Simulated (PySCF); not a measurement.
C4H13NSi, SMILES CC(C)N(C)[SiH3].

Geometry optimised at B3LYP-D3(BJ)/def2-SVP. Other conformers were not sampled.

All values below come from PBE/def2-TZVP (PySCF).

The molecule is in vacuum.

```yaml
total_energy: -504.12891 hartree
highest_occupied_level: -5.00 eV
lowest_empty_level: -0.26 eV
orbital_gap: 4.74 eV
dipole_moment: 1.10 D
quadrupole, principal values (traceless, Buckingham form, about the centre of nuclear charge): -1.96, -1.20, 3.16 D·Å
```
